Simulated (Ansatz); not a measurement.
Born–Oppenheimer molecular dynamics of AlH$_{5}$O$_{3}$Si (10 atoms, charge 0, multiplicity 1). It starts from a relaxed structure.

Method: RHF/def2-SVP (Ansatz).

| Item | Value |
| --- | --- |
| ensemble | NVT, Nosé–Hoover chain |
| time step | 0.25 fs |
| steps asked | 300 |
| set temperature | 300 K |
| thermostat | time constant 100 fs, chain length 3 (defaults) |
| seed | 292107 |

First frame:

```xyz
10
Properties=species:S:1:pos:R:3
Al -0.194 -0.347 -0.133
O -0.902 -0.395 1.387
Si -1.349 -0.425 2.955
H -2.622 -1.171 3.107
H -0.318 -1.088 3.786
H -1.551 0.953 3.461
O 1.477 -0.246 -0.256
H 2.013 -0.213 -1.028
O -1.119 -0.396 -1.535
H -2.049 -0.452 -1.658
```

Question: How far do the bonds stretch over the last three quarters of this one trajectory? (Pairs bonded in most of those frames.)

Answer: 
```json
{"bond": "Al1–O2", "mean (Å)": "1.678", "spread (Å)": "0.017", "shortest": "1.65", "longest": "1.71"}
{"bond": "Al1–O7", "mean (Å)": "1.682", "spread (Å)": "0.007", "shortest": "1.67", "longest": "1.69"}
{"bond": "Al1–O9", "mean (Å)": "1.679", "spread (Å)": "0.011", "shortest": "1.67", "longest": "1.70"}
{"bond": "O2–Si3", "mean (Å)": "1.635", "spread (Å)": "0.020", "shortest": "1.59", "longest": "1.67"}
{"bond": "Si3–H4", "mean (Å)": "1.485", "spread (Å)": "0.012", "shortest": "1.46", "longest": "1.50"}
{"bond": "Si3–H5", "mean (Å)": "1.482", "spread (Å)": "0.015", "shortest": "1.46", "longest": "1.51"}
{"bond": "Si3–H6", "mean (Å)": "1.485", "spread (Å)": "0.032", "shortest": "1.43", "longest": "1.54"}
{"bond": "O7–H8", "mean (Å)": "0.942", "spread (Å)": "0.012", "shortest": "0.92", "longest": "0.96"}
{"bond": "O9–H10", "mean (Å)": "0.940", "spread (Å)": "0.011", "shortest": "0.92", "longest": "0.96"}
```

Mean temperature of the second half: 163 K. The conserved energy stayed within 0.033 meV per atom of its start (net change 0.017 meV per atom), so the integration is sound. The mean temperature of the second half is 46 % below the set value. A run of 0.075 ps of so small a system gives no equilibrium averages.

The run took 8.3 min on 1 thread of Intel(R) Xeon(R) Platinum 8488C (Sapphire Rapids), on a shared host, peak memory 0.21 GiB.
